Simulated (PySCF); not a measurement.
These are PBE-D3(BJ)/def2-TZVP // PBE-D3(BJ)/def2-SVP (PySCF) values and carry that method's errors. Isolated molecules, 0 K electronic values unless said otherwise. One relaxed conformer stands for a flexible species; it need not be the lowest. 

Reference species: [Ta(F)5] (neutral, multiplicity 1).

* **coordination number**: 5
* **charge on the central atom (Mulliken)**: 1.57 e

Changed species: [Ta(F)4(NH2)] (1 of 5 F replaced by NH2; the reference has 0 of 5 F replaced by NH2).

Task: Predict the effect on the coordination number and charge on the central atom (Mulliken).

Result: the coordination number is nearly the same; the charge on the central atom (Mulliken) falls by 0.08 e, to 1.49 e.
